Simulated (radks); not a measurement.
The gold ion Au3+, 76 electrons, occupied as [Xe] 4f14 5d8.

All-electron calculation, Dirac Kohn-Sham, SOGGA, spin-unpolarised, spherical densities, finite nucleus; open shells fill j = l - 1/2 first; Fermi nuclear charge, rms radius 5.4371 fm. Program: a radial shooting solver on a logarithmic mesh with Libxc functionals.

Energy parts (eV):
total: -517984.90
kinetic: 594631.83
electron-nucleus: -1301791.79
Hartree: 198925.82
exchange-correlation: -9750.77

Orbitals (lengths in bohr, moments of r in powers of bohr; r(max) is where P^2 peaks):
| orbital | occ. | eigenvalue (eV) | <r^4> | <r^2> | r(max) | <1/r> | small-component weight |
|---|---|---|---|---|---|---|---|
| 1s1/2 | 2 | -80617.35 | 4.256e-07 | 0.0003936 | 0.01042 | 95.65 | 8.99e-02 |
| 2s1/2 | 2 | -14243.87 | 0.00006197 | 0.005942 | 0.06041 | 23.51 | 2.06e-02 |
| 2p1/2 | 2 | -13666.19 | 0.00003680 | 0.004203 | 0.04447 | 23.48 | 2.07e-02 |
| 2p3/2 | 4 | -11831.72 | 0.00005701 | 0.005391 | 0.05184 | 19.13 | 1.84e-02 |
| 3s1/2 | 2 | -3389.065 | 0.002255 | 0.03860 | 0.1700 | 8.630 | 6.88e-03 |
| 3p1/2 | 2 | -3128.112 | 0.001965 | 0.03518 | 0.1586 | 8.547 | 6.83e-03 |
| 3p3/2 | 4 | -2723.340 | 0.002713 | 0.04160 | 0.1736 | 7.414 | 6.16e-03 |
| 3d3/2 | 4 | -2287.950 | 0.001800 | 0.03191 | 0.1352 | 7.313 | 6.05e-03 |
| 3d5/2 | 6 | -2200.918 | 0.001983 | 0.03365 | 0.1393 | 7.054 | 5.87e-03 |
| 4s1/2 | 2 | -763.5532 | 0.05071 | 0.1872 | 0.3833 | 3.653 | 2.33e-03 |
| 4p1/2 | 2 | -652.0742 | 0.05412 | 0.1910 | 0.3814 | 3.544 | 2.24e-03 |
| 4p3/2 | 4 | -554.9203 | 0.07413 | 0.2237 | 0.4123 | 3.150 | 1.98e-03 |
| 4d3/2 | 4 | -372.0114 | 0.08875 | 0.2363 | 0.4052 | 2.948 | 1.78e-03 |
| 4d5/2 | 6 | -353.9138 | 0.09765 | 0.2480 | 0.4147 | 2.857 | 1.71e-03 |
| 4f5/2 | 6 | -119.2671 | 0.1807 | 0.2969 | 0.3731 | 2.481 | 1.34e-03 |
| 4f7/2 | 8 | -115.4525 | 0.1916 | 0.3054 | 0.3777 | 2.446 | 1.31e-03 |
| 5s1/2 | 2 | -143.9827 | 1.335 | 0.9599 | 0.8485 | 1.482 | 5.90e-04 |
| 5p1/2 | 2 | -107.6162 | 1.881 | 1.122 | 0.8959 | 1.358 | 5.07e-04 |
| 5p3/2 | 4 | -90.8269 | 2.709 | 1.344 | 0.9751 | 1.215 | 4.30e-04 |
| 5d3/2 | 4 | -41.5238 | 8.848 | 2.298 | 1.168 | 0.9251 | 2.57e-04 |
| 5d5/2 | 4 | -39.6733 | 10.03 | 2.446 | 1.202 | 0.8936 | 2.42e-04 |

The highest occupied level is 5d5/2 at -39.673 eV. The electron density at the nucleus is 2.14e+06 e/bohr^3. Summed over all electrons, <r^2> = 37.51 bohr^2, which gives a Langevin (diamagnetic) susceptibility term of -29.7 x 10^-6 cm^3/mol.
